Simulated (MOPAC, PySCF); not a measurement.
BrF₃Si, SMILES `[Si](F)(Br)(F)F`, neutral singlet in the gas phase. 

Cartesian coordinates (Å):
SMILES: F[Si](F)(F)Br
```xyz
5

F     -0.7741     1.3909    -0.2282
Si    -0.1015    -0.0084     0.0017
F     -0.5866    -0.5677     1.3854
F     -0.5939    -0.9836    -1.1249
Br     2.0561     0.1689    -0.0340
```
Charge 0, spin multiplicity 1.

All levels are single points at this geometry (r2SCAN-D4/def2-TZVP); Pople sets use spherical d functions. Orbital energies aren't observables, and empty levels follow the basis.

M06-2X/6-31G* in PySCF gives gap (eV) = 11.77.

Estimate the gap (eV) from each of these levels: PBE-D3(BJ)/def2-TZVP in PySCF; r2SCAN-D4/def2-TZVP in PySCF; B3LYP/3-21G in PySCF; B3LYP/6-311+G** (LANL2DZ on Br) in PySCF; PBE/6-31G* in PySCF; SVWN5/6-31G* in PySCF; HF/3-21G in PySCF; HF/6-31G* in PySCF; HF/STO-3G in PySCF; AM1 in MOPAC; PM6 in MOPAC; PM7 in MOPAC.


```
level                                     gap (eV)
----------------------------------------  --------
PBE-D3(BJ)/def2-TZVP in PySCF                 7.12
r2SCAN-D4/def2-TZVP in PySCF                  8.00
B3LYP/3-21G in PySCF                          8.64
B3LYP/6-311+G** (LANL2DZ on Br) in PySCF      8.45
PBE/6-31G* in PySCF                           7.07
SVWN5/6-31G* in PySCF                         6.95
HF/3-21G in PySCF                            16.49
HF/6-31G* in PySCF                           16.58
HF/STO-3G in PySCF                           18.30
AM1 in MOPAC                                 10.52
PM6 in MOPAC                                 10.80
PM7 in MOPAC                                 10.08
```
